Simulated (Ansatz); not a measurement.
GeMe(OiPr)3 (C₁₀H₂₄GeO₃), relaxed as a singlet with RKS r2SCAN-D4/def2-SVP in Ansatz, starting from the GFN2-xTB geometry. Force threshold 0.03 eV/Å.

Start:

```tsv
atom	x (Å)	y (Å)	z (Å)
Ge1	0.922	0.482	-0.217
C2	2.351	1.855	-0.359
H3	2.605	2.244	0.622
H4	2.008	2.668	-0.990
H5	3.233	1.413	-0.807
O6	0.315	0.289	-1.851
C7	-0.341	-0.851	-2.390
C8	-0.269	-0.733	-3.909
C9	-1.783	-0.930	-1.902
H10	0.192	-1.755	-2.070
H11	-0.787	0.166	-4.233
H12	-0.730	-1.600	-4.375
H13	0.768	-0.667	-4.225
H14	-1.790	-0.977	-0.815
H15	-2.330	-0.045	-2.218
H16	-2.270	-1.816	-2.304
O17	-0.331	0.935	0.967
C18	-0.931	2.207	1.132
C19	-1.616	2.204	2.496
C20	-1.923	2.496	0.011
H21	-0.153	2.986	1.124
H22	-2.387	1.437	2.517
H23	-2.069	3.172	2.692
H24	-0.891	1.984	3.275
H25	-1.410	2.447	-0.947
H26	-2.715	1.752	0.020
H27	-2.357	3.485	0.137
O28	1.428	-1.117	0.280
C29	1.453	-1.675	1.589
C30	2.500	-2.786	1.581
C31	0.075	-2.207	1.967
H32	1.746	-0.906	2.315
H33	2.217	-3.550	0.862
H34	2.578	-3.233	2.569
H35	3.469	-2.383	1.294
H36	-0.640	-1.388	1.936
H37	-0.232	-2.972	1.258
H38	0.097	-2.630	2.968
```

```
step  energy (eV)  largest force component (eV/Å)  SCF passes
   1  -73394.4480                           1.202          22
   2  -73394.5827                           0.449          20
   3  -73394.6119                           0.128          20
   4  -73394.6141                           0.161          19
   5  -73394.6221                           0.054          20
   6  -73394.6240                           0.031          19
   7  -73394.6252                           0.026          20
   8  -73394.6257                           0.024          20
   9  -73394.6265                           0.021          20
  10  -73394.6271                           0.041          20
  11  -73394.6278                           0.064          20
  12  -73394.6289                           0.070          20
  13  -73394.6294                           0.058          20
  14  -73394.6301                           0.039          20
  15  -73394.6304                           0.035          20
  16  -73394.6308                           0.040          20
  17  -73394.6309                           0.028          21
```

Force components are those of the run's own axes.

End:

```tsv
atom	x (Å)	y (Å)	z (Å)
Ge1	0.951	0.521	-0.263
C2	2.245	1.946	-0.379
H3	2.600	2.230	0.622
H4	1.801	2.823	-0.872
H5	3.098	1.597	-0.978
O6	0.286	0.314	-1.891
C7	-0.454	-0.861	-2.248
C8	-0.314	-1.035	-3.750
C9	-1.905	-0.726	-1.806
H10	-0.003	-1.736	-1.739
H11	-0.729	-0.158	-4.271
H12	-0.849	-1.934	-4.094
H13	0.747	-1.129	-4.026
H14	-1.968	-0.578	-0.717
H15	-2.371	0.145	-2.297
H16	-2.483	-1.626	-2.071
O17	-0.317	0.826	0.959
C18	-0.822	2.143	1.185
C19	-1.556	2.114	2.514
C20	-1.716	2.590	0.035
H21	0.028	2.855	1.269
H22	-2.398	1.405	2.460
H23	-1.951	3.110	2.771
H24	-0.881	1.784	3.318
H25	-1.177	2.557	-0.926
H26	-2.587	1.920	-0.049
H27	-2.080	3.618	0.194
O28	1.629	-1.043	0.211
C29	1.386	-1.656	1.484
C30	2.575	-2.559	1.768
C31	0.065	-2.411	1.459
H32	1.325	-0.873	2.267
H33	2.655	-3.329	0.984
H34	2.466	-3.059	2.743
H35	3.509	-1.977	1.772
H36	-0.766	-1.715	1.272
H37	0.081	-3.176	0.665
H38	-0.119	-2.914	2.423
```

By distances, no bond broke or formed. The bond that changes most is Ge1–C2, from 1.99 to 1.93 Å (atoms count from 1).

The force fell under the threshold at step 7, but the optimiser went on and released 0.006 eV more. No frequencies were taken in this run, so the end may be a saddle point.

It took 57 s on 2 threads of AMD EPYC 7R13 on a shared host and a share (18 GiB) of an NVIDIA H100 80GB HBM3, peak host memory 1.1 GiB.
